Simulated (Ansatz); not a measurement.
`B[SiH2]CF` + `Cl[SiH]1N[SiH2]1` → `BN1[SiH2][SiH]1Cl` + `FC[SiH3]` at 400 K and 1 bar (cleavage of the B–Si bond).

Program: Ansatz. Geometries: PBE0-D4/def2-TZVP. ΔE: electronic, gas phase. CBS: MP2 limit from def2 TZ/QZ plus the TZ coupled-cluster correction, frozen cores. Each species was taken in one conformer, which may not be the lowest.

```
            species  CCSD(T)/CBS energy (Eh)  H − E (kJ/mol)  S (J/(mol·K))
        `B[SiH2]CF`               -455.26817           204.9          370.9
 `Cl[SiH]1N[SiH2]1`              -1095.09347           141.9          349.6
`BN1[SiH2][SiH]1Cl`              -1120.50903           178.6          390.1
         `FC[SiH3]`               -429.90570           165.5          311.5
```

H − E and S are ideal-gas, rigid-rotor, harmonic terms from PBE0-D4/def2-TZVP, for one conformer and one mirror image of each species. 1 Eh = 2625.50 kJ/mol, R = 8.31446 J/(mol·K).

By hand: ΔE, ΔH, ΔS and ΔG.

ΔE = (-1120.50903) + (-429.90570) − (-455.26817) − (-1095.09347) = -0.05309 Eh = -139.4 kJ/mol. Δ(H − E) = 178.6 + 165.5 − 204.9 − 141.9 = -2.7, so ΔH = -142.1 kJ/mol. ΔS = 390.1 + 311.5 − 370.9 − 349.6 = -18.9 J/(mol·K). ΔG = -142.1 − 400 × (-18.9)/1000 = -134.5 kJ/mol.

By hand: the equilibrium constant, and the temperature at which ΔG would vanish if ΔH and ΔS stayed fixed.

log₁₀ K = −ΔG/(RT ln 10) = 17.6. ΔG = 0 at ΔH/ΔS = 7519 K, far beyond where these terms or the molecules hold.

ΔH outweighs TΔS. A doubt of 5 kJ/mol in ΔE shifts log₁₀ K by 0.7 here. Other conformers and mirror images would add mixing entropy, several J/(mol·K) or more a flexible species. Modes under 60 cm⁻¹, often nearly free rotors, make the harmonic entropy too high. These are equilibria of isolated gas molecules and say nothing of rates. Largest T1 diagnostic: 0.013 (customary marks: 0.02 for closed shells, 0.045 for open ones).
